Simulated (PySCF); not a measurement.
# Computed structure and properties of [Bi(ox)]+

System: [Bi(ox)]+ (singlet); start: template (C2v). Method: PySCF 2.14.0, RKS PBE0, Bi def2-SVP with ECP60, O def2-SVP, C def2-SVP; non-relativistic Hamiltonian with scalar-relativistic core potentials where named; density fitting; no spin-orbit coupling.

Input of the relaxation:

```python
mol = gto.M(atom='''
Bi     0.00000     0.00000    -0.89127
O      1.33000    -0.00000     0.98523
O     -1.33000     0.00000     0.98523
C      0.78000    -0.00000     2.13523
C     -0.78000     0.00000     2.13523
O      1.35000    -0.00000     3.23523
O     -1.35000     0.00000     3.23523''',
    basis={'Bi': 'def2-SVP', 'O': 'def2-SVP', 'C': 'def2-SVP'},
    ecp={'Bi': 'def2-SVP'},
    charge=1, spin=0)
mf = dft.RKS(mol, xc='PBE0')
mf.grids.atom_grid = (50, 194)
mf = mf.density_fit()  # fitting sets: Bi def2-universal-JKFIT, O def2-universal-JKFIT, C def2-universal-JKFIT
mf.conv_tol = 1e-08; mf.max_cycle = 55
mf.kernel(dm0)  # dm0: converged density of the start geometry
# quasi-Newton relaxation in Cartesian coordinates to a largest gradient under 0.00045 Eh/bohr, steps kept in the point group
```

Run from Python with OMP_NUM_THREADS=2; the lines above give its settings. Where DIIS fails, smearing, a level shift and second-order steps follow.
It took 26 s on 2 threads of Arm Neoverse V1, on a shared host, from the converged density of the start.

Course of the relaxation:

```csv
step,energy above end (eV),largest force component within the symmetry (eV/Å)
0,1.4575,5.002
1,0.3296,3.334
2,0.0956,2.123
3,0.0052,0.418
4,0.0004,0.087
5,0.0001,0.060
6,0.0000,0.011
```

Relaxed geometry (C2v):

```xyz
7

Bi    0.0000    0.0000   -0.6431
O     1.3437    0.0000    0.9116
O    -1.3437    0.0000    0.9116
C     0.7748    0.0000    2.1694
C    -0.7748    0.0000    2.1694
O     1.4265    0.0000    3.1506
O    -1.4265    0.0000    3.1506
```

| contact | Å |
| --- | --- |
| Bi1–O2 (ox) | 2.055 |

On the finer grid (75, 302):

```
HOMO                                                          : -13.05 eV
LUMO                                                          : -10.56 eV
Dipole about the centre of mass                               : 6.84 D
Set of Mulliken populations of Bi1 outside the core potential : s 3.93, p 7.41, d 10.13
D3(BJ) dispersion energy (not in the energies)                : -0.177 eV
```

```tsv
atom	Mulliken (e)	Löwdin (e)	spin (e)
Bi1	1.52	1.38	0.00
O2	-0.47	-0.25	0.00
O3	-0.47	-0.25	0.00
C4	0.25	0.05	0.00
C5	0.25	0.05	0.00
O6	-0.05	0.01	0.00
O7	-0.05	0.01	0.00
```

On the grid (50, 194), as all that follows. Harmonic modes: a minimum; lowest 98 cm⁻¹ (negative: unstable), highest 1970 cm⁻¹, zero-point energy 0.708 eV.

Rigid scan of ox along the line from its metal:

| distance to the donors' midpoint (Å) | energy (eV) |
| --- | --- |
| 1.25 | 1.781 |
| 1.35 | 0.726 |
| 1.45 | 0.166 |
| 1.55 | 0.000 |
| 1.65 | 0.134 |
| 1.75 | 0.484 |
| 1.85 | 0.978 |
| 2.00 | 1.868 |

One start shape was tried, so this needn't be the lowest isomer.
